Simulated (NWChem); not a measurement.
Correlation energy of In (+1)

```xyz
1

In     0.0000     0.0000     0.0000
```
Charge +1, spin multiplicity 1.

Program: NWChem.

Basis set: def2-SVP. Each correlation energy counts from its own Hartree-Fock reference.

Effective core potentials replace the inner electrons of In; spin-orbit coupling is left out. The correlated methods keep 4 core orbitals frozen. Coupled-cluster values serve here as a point of comparison, not as the truth.

```tsv
method	correlation energy (mHa)
MP2	?
SCS-MP2	?
CCSD	?
CCSD+T(CCSD)	-57.5
CCSD(T)	-57.4
CR-CCSD[T]	-57.4
CR-CCSD(T)	-57.3
CCSDT	-57.5
```

Q: Complete the blanks.

A: 
- MP2, correlation energy (mHa): -42.8
- SCS-MP2, correlation energy (mHa): -45.7
- CCSD, correlation energy (mHa): -56.0
